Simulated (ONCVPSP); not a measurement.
**Which change was made? (Cs, ONCV)**

ONCVPSP 4.0.1 input, shortened (lines: element, Z, core and valence counts, functional; n l f; lmax; l rc ep ncon nbas qcut; lloc lpopt rc5 dvloc0; l nproj debl; icmod fcfact rcfact), PBE, fully relativistic:

```
  Cs 55.00    9    3        4      upf
    1    0    2.00
    2    0    2.00
    2    1    6.00
    3    0    2.00
    3    1    6.00
    3    2   10.00
    4    0    2.00
    4    1    6.00
    4    2   10.00
    5    0    2.00
    5    1    6.00
    6    0    1.00
    2
    0    3.10    0.00    4    8    3.90
    1    3.45    0.00    4    8    3.50
    2    3.60    0.25    5    9    2.40
    4    5    2.60    0.00
    0    2    1.20
    1    2    1.10
    2    3    1.70
    3    2.00    1.75
```

Open shells are filled in proportion to 2j + 1.

In the d channel the program set the typed energies aside and used 0.050, 1.750, 3.450 Ha (j = l + 1/2; the other j can differ).

Cutoffs, loose and tight: the cutoffs (Ha) at which the residual kinetic energy of the hardest occupied pseudo-wave falls to 1 and 0.1 mHa per electron. They do not see the model core or the augmentation charge, which bear on the density cutoff. Test errors are all-electron minus pseudo excitation energies from the reference, over the configurations 5s2 5p6 6s0; 5s2 5p6 6s0.5; 5s2 5p6 6s0 6p1; 5s1 5p6 6s1; variants that change the core or the reference have their own tests.

The base gives: outcome: generated, projector energies reset by the program; cutoff, loose: 4.2 Ha; cutoff, tight: 5.7 Ha; bound ghosts: none; GHOST(+) flags above zero: none; largest test error (meV): -186.

(1) After one change the result is: outcome: generated, projector energies reset by the program; cutoff, loose: 8.5 Ha; cutoff, tight: 11 Ha; bound ghosts: none; GHOST(+) flags above zero: none; largest test error (meV): -39. Which change was it?
A. reference 5s2 5p6 6s0.5 6p0.5; wave 5p: rc 3.45 bohr, ncon 4, nbas 8, qcut 3.5 1/bohr, 2 projectors, debl 1.1 Ha becomes 5p+6p: rc 3.45 bohr, ncon 4, nbas 8, qcut 3.5 1/bohr, 2 projectors
B. all radii but the core radius scaled by about 1.28 (s 3.96, p 4.42, d 4.60 bohr); local potential polynomial inside 3.32 bohr (lpopt 5, dvloc0 0 Ha)
C. s: qcut 5.8

## Answers

(1) C. The others give: all radii but the core radius scaled by about 1.28 (s 3.96, p 4.42, d 4.60 bohr); local potential polynomial inside 3.32 bohr (lpopt 5, dvloc0 0 Ha) → outcome: generated, projector energies reset by the program; cutoff, loose: 3.6 Ha; cutoff, tight: 4.4 Ha; bound ghosts: none; GHOST(+) flags above zero: none; largest test error (meV): -351 | reference 5s2 5p6 6s0.5 6p0.5; wave 5p: rc 3.45 bohr, ncon 4, nbas 8, qcut 3.5 1/bohr, 2 projectors, debl 1.1 Ha becomes 5p+6p: rc 3.45 bohr, ncon 4, nbas 8, qcut 3.5 1/bohr, 2 projectors → outcome: generated, projector energies reset by the program; cutoff, loose: 4.2 Ha; cutoff, tight: 5.7 Ha; bound ghosts: none; GHOST(+) flags above zero: none; largest test error (meV): -42.
